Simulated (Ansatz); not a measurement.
Born–Oppenheimer molecular dynamics of C2H7ClSn (11 atoms, charge 0, multiplicity 1). It starts from a relaxed structure.

All numbers below come from RKS PBE/def2-mTZVP (Ansatz 0.2.0).

| Item | Value |
| --- | --- |
| ensemble | NVT, Nosé–Hoover chain |
| time step | 0.5 fs |
| steps asked | 100 |
| set temperature | 700 K |
| thermostat | time constant 100 fs, chain length 3 |
| temperature schedule | 25 steps to 700 K, then 75 steps to 175 K |
| seed | 696600 |

First frame:

```xyz
11
Properties=species:S:1:pos:R:3
Sn 0.003 0.007 -0.143
Cl 0.022 -0.109 2.250
H 1.674 0.079 -0.588
C -1.072 1.819 -0.612
H -2.100 1.745 -0.236
H -0.578 2.673 -0.133
H -1.096 1.981 -1.698
C -0.964 -1.812 -0.788
H -1.968 -1.869 -0.350
H -1.047 -1.834 -1.883
H -0.380 -2.679 -0.456
```

(1) How far do the bonds stretch over the last three quarters of this one trajectory? (Pairs bonded in most of those frames.)

## Answers

(1) 
| bond | mean (Å) | spread (Å) | shortest | longest |
| --- | --- | --- | --- | --- |
| Sn1–Cl2 | 2.456 | 0.018 | 2.41 | 2.47 |
| Sn1–H3 | 1.732 | 0.048 | 1.66 | 1.80 |
| Sn1–C4 | 2.163 | 0.027 | 2.13 | 2.21 |
| Sn1–C8 | 2.166 | 0.064 | 2.07 | 2.23 |
| C4–H5 | 1.107 | 0.039 | 1.04 | 1.16 |
| C4–H6 | 1.123 | 0.073 | 1.00 | 1.22 |
| C4–H7 | 1.104 | 0.027 | 1.05 | 1.15 |
| C8–H9 | 1.100 | 0.034 | 1.05 | 1.16 |
| C8–H10 | 1.099 | 0.032 | 1.05 | 1.15 |
| C8–H11 | 1.100 | 0.042 | 1.04 | 1.16 |

Mean temperature of the second half: 365 K. The conserved energy stayed within 0.72 meV per atom of its start (net change 0.29 meV per atom), so the integration is sound. The schedule's set-point averaged 350 K over the second half and the system 365 K. A run of 0.05 ps of so small a system gives no equilibrium averages.

Run time: 4.3 min on 2 threads of Arm Neoverse V1, with other jobs on the host, peak memory 0.16 GiB.
